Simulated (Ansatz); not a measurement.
`CCB(F)Br` + `[CH3][Ti]([F])([F])[F]` → `CCB(C)F` + `[F][Ti]([F])([F])[Br]` at 400 K and 1 bar (redistribution).

Program: Ansatz. Geometries: PBE0-D4/def2-TZVP. ΔE: electronic, gas phase. CCSD(T)/CBS is the MP2 limit (def2-TZVPP, def2-QZVPP) plus CCSD(T) − MP2 in def2-TZVPP, frozen cores. For Br, Ti outer-core shells are correlated without core-valence functions, which leaves a few kJ/mol of doubt a bond. Scalar relativity is left out up to krypton. Each species was taken in one conformer, which may not be the lowest.

```csv
species,CCSD(T)/CBS energy (Eh),H − E (kJ/mol),S (J/(mol·K))
`CCB(F)Br`,-2777.13014,221.3,378.1
`[CH3][Ti]([F])([F])[F]`,-1188.36791,142.8,375.6
`CCB(C)F`,-243.64137,317.8,385.4
`[F][Ti]([F])([F])[Br]`,-3721.88725,50.3,367.9
```

H − E and S are ideal-gas, rigid-rotor, harmonic terms from PBE0-D4/def2-TZVP, for one conformer and one mirror image of each species. 1 Eh = 2625.50 kJ/mol, R = 8.31446 J/(mol·K).

By hand: ΔE, ΔH, ΔS and ΔG.

ΔE = (-243.64137) + (-3721.88725) − (-2777.13014) − (-1188.36791) = -0.03057 Eh = -80.3 kJ/mol. Δ(H − E) = 317.8 + 50.3 − 221.3 − 142.8 = 4.0, so ΔH = -76.3 kJ/mol. ΔS = 385.4 + 367.9 − 378.1 − 375.6 = -0.4 J/(mol·K). ΔG = -76.3 − 400 × (-0.4)/1000 = -76.1 kJ/mol.

By hand: the equilibrium constant, and the temperature at which ΔG would vanish if ΔH and ΔS stayed fixed.

log₁₀ K = −ΔG/(RT ln 10) = 9.9. ΔG = 0 at ΔH/ΔS = 190750 K, far beyond where these terms or the molecules hold.

The number of gas molecules stays the same, so ΔS is small and ΔH decides. A doubt of 5 kJ/mol in ΔE shifts log₁₀ K by 0.7 here. Other conformers and mirror images would add mixing entropy, several J/(mol·K) or more a flexible species. Modes under 60 cm⁻¹, often nearly free rotors, make the harmonic entropy too high. These are equilibria of isolated gas molecules and say nothing of rates. Largest T1 diagnostic: 0.022 (customary marks: 0.02 for closed shells, 0.045 for open ones).
